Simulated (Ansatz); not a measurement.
System: VCl4, net charge 0, doublet state. The spin state was set by rule; other spins were not relaxed. 
Coordinates optimised at B3LYP-D3(BJ)/def2-TZVP (Ansatz, a program for electronic structure):
```xyz
5

V      0.0000     0.0000     0.0000
Cl     1.7006    -0.5850    -1.1597
Cl     0.5793     0.5104     1.9958
Cl    -0.9308     1.7357    -0.8369
Cl    -1.3492    -1.6610     0.0008
```
Charge 0, spin multiplicity 2.

Parts of the frozen-core correlation energy in def2-TZVPP (Ansatz, hartree). Frozen orbitals: 29; correlated occupied orbitals by spin: 17 and 16; virtual: 186 and 187. Open shells are spin-unrestricted. Spin-orbit coupling is left out. Non-relativistic.

| term | value |
|---|---|
| reference (HF) | -2781.08478 |
| MP2 opposite-spin | (withheld) |
| MP2 same-spin | (withheld) |
| CCSD correlation | (withheld) |
| (T) | -0.07374 |
| T1 diagnostic | 0.032 |
| largest doubles amplitude | 0.046 |
| <S^2> of the reference | 0.776 |

Problem. Complete the blanks.

Solution. 
- MP2 opposite-spin, value: -0.69952
- MP2 same-spin, value: -0.27296
- CCSD correlation, value: -0.99831
